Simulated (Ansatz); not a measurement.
`O[Si]1([SiH3])[SiH2][SiH2]1` + H₂ → `O[SiH]1[SiH2][SiH2]1` + SiH₄  (hydrogenolysis of the Si–Si bond)

Isolated molecules relaxed with PBE0-D4/def2-TZVP in Ansatz; ΔE leaves out vibrations. CBS: MP2 limit from def2 TZ/QZ plus the TZ coupled-cluster correction, frozen cores. This one scheme is used for every species. Functionals use def2-TZVPP. One conformer a species, not always the lowest.

`O[Si]1([SiH3])[SiH2][SiH2]1`:

Cartesian coordinates in Å:
```
O -0.428 -0.150 -2.421
Si -0.125 -0.052 -0.800
Si 2.132 -0.334 -0.323
Si -0.971 1.402 0.798
Si -1.305 -0.918 1.000
H -1.338 -0.050 -2.704
H 2.260 -0.219 1.155
H 2.968 0.716 -0.964
H 2.624 -1.671 -0.749
H -2.294 2.041 0.565
H -0.085 2.267 1.619
H -0.679 -1.845 1.978
H -2.759 -1.189 0.845
```

H₂:

Cartesian coordinates in Å:
```
H -0.342 -0.132 -0.070
H 0.342 0.132 0.070
```

`O[SiH]1[SiH2][SiH2]1`:

Cartesian coordinates in Å:
```
O 0.308 -0.787 -2.255
Si -0.347 0.077 -1.013
Si -0.802 -0.818 1.067
Si 0.788 0.906 0.837
H 1.001 -0.359 -2.761
H -1.409 1.029 -1.442
H -0.146 -2.096 1.447
H -2.141 -0.657 1.688
H 0.593 2.303 1.303
H 2.155 0.402 1.129
```

SiH₄:

```xyz
5

Si    0.000    0.000    0.000
H    -0.526    0.699   -1.199
H     1.457   -0.236   -0.164
H    -0.697   -1.301    0.160
H    -0.234    0.838    1.203
```

CCSD(T)/CBS gives -1.9 kJ/mol.

Task: Another level gave +12.5 kJ/mol. Which?
A. CCSD/def2-TZVPP
B. r2SCAN-D4/def2-TZVPP
C. PBE-D4/def2-TZVPP
D. MP2/def2-TZVPP

Result: C. PBE-D4 12.5, MP2/def2-TZVPP -1.9, CCSD/def2-TZVPP -13.9, r2SCAN-D4 3.7 kJ/mol.

Largest T1 diagnostic among the species: 0.015.

From PBE to PBE0 (25 % exact exchange), in def2-TZVPP and without D4, ΔE moves by −6.1 kJ/mol. The D4 term adds +15.3 kJ/mol with B3LYP and +8.7 kJ/mol with PBE0; it sums over pairs of atoms, weighted by their polarisabilities, and B3LYP, whose exchange is more repulsive, gets the larger term.

B3LYP here is the variant with VWN-RPA as its local correlation; programs differ in this.
